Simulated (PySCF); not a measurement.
## Spectroscopy problems

PySCF calculation with GFN2-xTB structure and PBE0/pcSseg-1 with gauge-including orbitals; one averaged value for each set of equivalent atoms, non-relativistic, isolated molecule, single conformer.

δ = σ(ref) − σ, references computed at the same level: ¹H and ¹³C against TMS. Splittings of carbon signals by F and P are missing where no couplings were computed. Where no couplings were computed, multiplicities follow the n + 1 count of equivalent neighbours, and m marks all less simple cases (inequivalent or close neighbours, rings, F or P nearby). Shifts are as computed. Against solution values, carbons near 30 ppm lie about +3 ppm off and those near 130 ppm about +5 ppm. Of 1309 compounds with measured shifts, 239 miss one by over three times the rms of a fit or turn the order of signals round; such compounds aren't used in these exercises.

**Question.** C2H6O3Si2. ¹H NMR (300 MHz, computed): δ 5.39 (m, 1H), 4.85 (m, 1H), 4.83 (m, 1H), 0.48 (d, 3H). ¹³C{¹H} NMR (computed): δ 184.7 (C), 2.0 (CH3). Identify the compound.

**Answer.** SMILES C[Si@@H]1O[SiH2]C(=O)O1. The formula gives 2 degrees of unsaturation (1 ring in the answer). 2 carbon signals for 2 carbons: no two carbons are equivalent. Carbon types of the structure: 1 × C, 1 × CH3, leaving 3 H on heteroatoms. δC 184.7: carbonyl carbon. δC 2.0: methyl carbon bonded to Si; an electropositive neighbour leaves it electron-rich and shielded. δH 5.39: hydrogen on a silicon bonded to C, 2 O, in a 5-membered ring. δH 0.48: hydrogen on a methyl carbon bonded to Si; an electropositive neighbour shields it, as in TMS itself.

The data come from this structure; uniqueness wasn't tested.

**Question.** C4H6ClF3Si. ¹H NMR (500 MHz, computed): δ 5.65 (m, 1H), 2.62 (m, 1H), 2.33 (m, 1H), 2.18 (m, 1H), 2.08 (m, 1H), 1.84 (m, 1H). ¹³C{¹H} NMR (computed): δ 138.2 (C), 45.1 (CH), 25.0 (CH2), 18.3 (CH2). Identify the compound.

**Answer.** SMILES FC(F)(F)[C@@H]1CC[Si@@H]1Cl. Rings plus π bonds: 1 (1 ring in the answer). 4 carbon signals for 4 carbons: no two carbons are equivalent. Carbon types of the structure: 1 × C, 1 × CH, 2 × CH2, leaving 1 H on heteroatoms. δC 138.2: CF3 carbon; 3 electronegative neighbours deshield it. δC 25.0: sp3 CH2 bonded to Si. δC 18.3: sp3 CH2 in a ring; saturated and bonded to C and H only. δH 2.18, 1.84: hydrogen on an sp3 CH2 bonded to Si.

This is the structure that produced the data.
